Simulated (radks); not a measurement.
Task: Radial electron density D(r) = 4 pi r^2 rho(r) of an atom or ion with 3 electrons. Method: scalar-relativistic Kohn-Sham, LDA (Slater exchange, Perdew-Wang correlation), spin-polarised, spherical densities, finite nucleus; Fermi nuclear charge, rms radius of each element as measured or else 0.836 A^(1/3) + 0.57 fm; computed with a radial shooting solver on a logarithmic mesh with Libxc functionals.

r (bohr)  D(r) (e/bohr)  spin D(r)
0.02275          0.6126     0.0114
0.02779          0.8602     0.0160
0.03367           1.177     0.0218
0.04113           1.606     0.0297
0.05023           2.149     0.0395
0.06135           2.809     0.0513
0.07494           3.568     0.0644
0.09153           4.377     0.0778
0.1118            5.150     0.0894
0.1365            5.760     0.0967
0.1668            6.061     0.0977
0.2037            5.929     0.0922
0.2488            5.316     0.0849
0.3039            4.304     0.0881
0.3682            3.158      0.120
0.4497            2.060      0.203
0.5493            1.293      0.351
0.6709           0.9272      0.546
0.8195           0.8498      0.732
1.001            0.8522      0.826
1.222            0.7683      0.764
1.493            0.5620      0.562
1.824            0.3149      0.315
2.228            0.1282      0.128
2.721           0.03573     0.0357
3.323          0.006350    0.00635
4.059         0.0006617   0.000662

What is the nuclear charge?

Result: Z = 6. The innermost maximum, from 1s, lies near gamma/Z bohr with gamma = sqrt(1 - (Z/c)^2) = 0.999, here 0.167 bohr (found: 0.175), and its height grows with Z. The density is that of the carbon ion C3+ in [He] 2s0.5 2p0.5; the configuration itself is not fixed sharply by these data. D(r) has 2 maxima, at r = 0.175, 0.946 bohr, and minima at 0.826 bohr, inside which lie 2.21 electrons.
